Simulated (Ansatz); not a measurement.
## Which isomer of C3H5BS gives these data?

These gas-phase data were calculated for one isomer of C3H5BS at B3LYP-D3(BJ)/def2-SVP (harmonic, unscaled wavenumbers; equilibrium rotational constants with average atomic masses):

```
rotational constants            : 6.081, 2.919, 2.058 GHz
all wavenumbers above 1500 cm⁻¹ : 3473, 2916, 2694, 2662, 2592, 2223
```

Candidates:

(1) `BC#CCS`, a singlet
(2) `BCC#CS`, a singlet
(3) `B[C@@H](S)C#C`, a singlet

Problem. Which structure fits?

Solution. Candidate (3). The band at 3473 cm⁻¹ lies where the ≡C–H stretch is expected; (1), (2) have no mode between 3300 and 3560 cm⁻¹.

The same quantities for all candidates:

```tsv
	rotational constants (GHz)	wavenumbers above 1500 cm⁻¹	E above the lowest, B3LYP-D3(BJ)/def2-SVP (kcal/mol)
(1)	15.89, 1.54, 1.427	3099, 3049, 2674, 2657, 2573, 2258	0.0
(2)	24.64, 1.391, 1.328	3025, 2937, 2672, 2618, 2576, 2295	10.4
(3)	6.081, 2.919, 2.058	3473, 2916, 2694, 2662, 2592, 2223	16.6
```

Each candidate is one conformer. Programs: Ansatz 0.2.0.
